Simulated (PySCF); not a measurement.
# Correlation energy of C²⁺ (carbon, charge +2)

[He] 2s2, closed-shell 1S. Calculation: PySCF 2.14, in def2-SVP; no relativity, point nucleus. Frozen: 1s2; 2 electrons correlated.

Total MP2 correlation energy: -40.09 mhartree.

Same-spin part 0.00 and opposite-spin part -40.09 mhartree; SCS-MP2 scales them by 1/3 and 6/5 to -48.11 mhartree.

With two correlated electrons CCSD is exact within the correlated space (frozen core and kept virtual orbitals).

```json
{"level": "CCSD", "correlation energy (mhartree)": "-73.14"}
```

Diagnostics: T1 = 0.0091, D1 = 0.0129, largest double amplitude 0.163.

Is a single reference adequate?

Not fully. A double-excitation amplitude exceeds 0.15, a sign of near-degeneracy.
